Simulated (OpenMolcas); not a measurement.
Cr3+ with 6 ligands (fluoride) in tetragonal octahedral coordination (D4h). The axial distance is 0.98 times the equatorial one, R.

```yaml
Program: OpenMolcas 26.06
Method: CASSCF
Basis: ANO-RCC-VDZP [5s4p2d1f]
Scalar_Hamiltonian: DKH2, point nucleus
Active_space: 3 electrons in 5 orbitals (3d)
State_averaging: 2S+1 = 4 even, 10 roots; 2S+1 = 2 even, 40 roots
Spin-orbit_coupling: RASSI with atomic mean-field integrals over the reference wave functions
```

All ligands move together. At R = 1.85 Å the first state of the same spin is 16878 cm-1, and at R = 2.05 Å it is 9881 cm-1.

**Question.** A third run gives 13543 cm-1. What distance was it run at?

**Answer.** With a power law R^-n the two known points give n = -ln(9881 / 16878) / ln(2.05 / 1.85) = 5.22. Then R = 1.85 × (16878 / 13543)^(1/5.22) = 1.930 Å. The run was at 1.93 Å, so the estimate is off by 0 Å.

Without dynamic correlation the repulsion within the d shell is too large (B by tens of per cent), so at a given field states of lower spin stand too high. Ligand-to-metal charge-transfer states are missing. With no ligand orbital active B as a rule stays too high, so bands that hang on it stand too high and its fall with covalency is understated. With metal d orbitals alone and no dynamic correlation the field as a rule comes out too small, by tens of per cent, by up to half for chloride and softer ligands. No measured value stands beside these numbers; the geometry is a model, was not optimised and need not be the one that this ion takes.
